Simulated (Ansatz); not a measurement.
Ansatz (an electronic-structure program) input (PBE/def2-TZVPD):

Ansatz 0.2 input:
```yaml
crystal:
  periodic: [false, false, false]
  atoms:
    - {symbol: K, position_ang: [-0.00000000, -0.00000000, -0.65261744]}
    - {symbol: O, position_ang: [0.00000000, 0.00000000, 1.54996642]}
basis:
  gaussian:
    orbitals: def2-TZVPD
hamiltonian:
  xc: {name: PBE}
total_charge: 1
magnetization: {spin_polarized: true, initial_magnetization: 2}
```

End of the output:

```
integrals: 0.02 GiB planned
514 factors; their error is unknown
mean field: 0.19 GiB planned
mean field evaluation 1: about -18270.5646 eV, gradient 1.3e2 eV
mean field evaluation 2: about -17850.4961 eV, gradient 1.6e2 eV
mean field evaluation 4: about -18298.6771 eV, gradient 9.4e1 eV
mean field evaluation 8: about -18354.6455 eV, gradient 9.3e-1 eV
mean field evaluation 16: about -18354.6315 eV, gradient 3.1e-5 eV
mean field evaluation 32: about -18354.6315 eV, gradient 4.5e-4 eV
mean field evaluation 64: about -18354.6181 eV, gradient 1.1e-1 eV
mean field -18354.63145942 eV, -674.5202649176 hartree, gradient 6.0e-6 eV, S^2 2.003102; 6 other end points of the search recorded, 0 dependent functions left out
reference -18354.63150471 eV, -674.5202665819 hartree; 14, 12 occupied and 62, 64 virtual orbitals, 514 factors
Total energy: -18354.63150471 eV, -674.5202665819 hartree
```

This state (charge 1, triplet) is run at the relaxed geometry of the species with charge 0 and multiplicity 2.
